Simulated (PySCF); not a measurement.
# Correlation energy of Hf (hafnium, neutral)

[Xe] 4f14 5d2 6s1 6p1, one real determinant (an excited configuration). All numbers are calculated (PySCF 2.14, scalar relativity through the core potential, in aug-cc-pwCVDZ-PP with ECP60MDF (6s6p5d3f, 70 functions)). Frozen: 5s2 5p6; 4 electrons correlated.

| level | correlation energy (mhartree) |
| --- | --- |
| CCSD | -26.02 |
| (T) | -1.62 |
| CCSD(T) | -27.64 |

Diagnostics: T1 = 0.027, D1 = 0.0718, largest double amplitude 0.181.

Problem. Is a single reference adequate?

Solution. Not fully. The real determinant used has ⟨L²⟩ near 14 against 20 for a pure G term, so it mixes terms. Spin-orbit coupling, absent here, splits the open shell strongly. A double-excitation amplitude exceeds 0.15, a sign of near-degeneracy.

The reference is one real determinant that mixes LS terms of this configuration.
